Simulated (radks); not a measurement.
Results of a calculation; reference values are marked as such.
Species: the holmium ion Ho2+. Configuration: [Xe] 4f11. Level of theory: scalar-relativistic Kohn-Sham, r2SCAN, spin-polarised, spherical densities, finite nucleus; open shells are filled with parallel spins first (spin-orbit coupling, left out, can overturn this in heavy ions); meta-GGA in the generalised Kohn-Sham scheme; Fermi nuclear charge, rms radius 5.2022 fm; hard spherical wall at 5 bohr (a radial shooting solver on a logarithmic mesh with Libxc functionals).

Unscreened Slater integrals over Kohn-Sham orbitals (cm^-1). They are taken over the spin-up orbitals. Empty in this configuration: 5d.

integral,value
"F0(4f,4f)",250920
"F2(4f,4f)",116330
"F4(4f,4f)",72443
"F6(4f,4f)",51969
"F0(4f,5p)",158180
"F2(4f,5p)",54110
"G2(4f,5p)",29341
"G4(4f,5p)",22252
"F0(4f,5s)",178910
"G3(4f,5s)",34135
"F0(4f,5d)",114980
"F2(4f,5d)",28439
"F4(4f,5d)",13967
"G1(4f,5d)",14983
"G3(4f,5d)",11477
"G5(4f,5d)",8574.3
"F0(5p,5p)",132210
"F2(5p,5p)",71120
"F0(5p,5s)",141990
"G1(5p,5s)",94559
"F0(5p,5d)",105080
"F2(5p,5d)",50208
"G1(5p,5d)",58379
"G3(5p,5d)",35838
"F0(5s,5s)",154970
"F0(5s,5d)",109160
"G2(5s,5d)",35791
"F0(5d,5d)",91006
"F2(5d,5d)",48110
"F4(5d,5d)",31808

Derived for the open shells (J is the average intra-shell exchange parameter used in DFT+U). 4f: F4/F2 = 0.623, F6/F2 = 0.447, J = (286 F2 + 195 F4 + 250 F6)/6435 = 9385 cm^-1.
